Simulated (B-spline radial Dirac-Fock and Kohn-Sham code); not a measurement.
**Form factor and incoherent scattering function of Lu¹²⁺**

System: Lu¹²⁺ in the configuration [Kr] 4d10 4f11 5s2.

Calculated with a radial atomic solver, using configuration-average Dirac-Fock orbitals. f₀ is the Fourier transform of the spherical electron density, S the Waller-Hartree incoherent function, and s = sin θ/λ. The electron scattering factor follows from the Mott-Bethe formula f_e = 0.023934 Å⁻¹·(Z − f₀)/s².

| s (Å⁻¹) | f₀ | S | f_e (Å) |
| --- | --- | --- | --- |
| 0 | 59.000 | 0.000 | – |
| 0.05 | 58.752 | 0.252 | 117.259 |
| 0.07 | 58.516 | 0.489 | 60.980 |
| 0.08 | 58.369 | 0.634 | 47.236 |
| 0.11 | 57.818 | 1.170 | 26.073 |
| 0.14 | 57.110 | 1.837 | 16.961 |
| 0.17 | 56.256 | 2.608 | 12.211 |
| 0.22 | 54.547 | 4.054 | 8.136 |
| 0.28 | 52.120 | 5.916 | 5.764 |
| 0.35 | 48.936 | 8.093 | 4.311 |
| 0.45 | 44.111 | 11.044 | 3.178 |
| 0.57 | 38.459 | 14.357 | 2.397 |
| 0.73 | 31.883 | 18.502 | 1.757 |
| 0.92 | 25.888 | 22.903 | 1.276 |
| 1.17 | 20.665 | 27.842 | 0.880 |
| 1.48 | 16.949 | 33.041 | 0.591 |
| 1.89 | 13.968 | 38.339 | 0.382 |
| 2.39 | 10.974 | 42.679 | 0.252 |
| 3.04 | 7.849 | 46.408 | 0.164 |
| 3.86 | 5.686 | 49.616 | 0.105 |
| 4.9 | 4.511 | 52.343 | 0.066 |
| 6.22 | 3.491 | 54.546 | 0.042 |
| 7.9 | 2.412 | 56.151 | 0.026 |

f₀ starts at the number of electrons, 59, and has fallen to half at s ≈ 0.81 Å⁻¹. The sum of ⟨r²⟩ over the electrons is 13.52 bohr². For an ion f_e diverges as s goes to zero, because of the net charge.
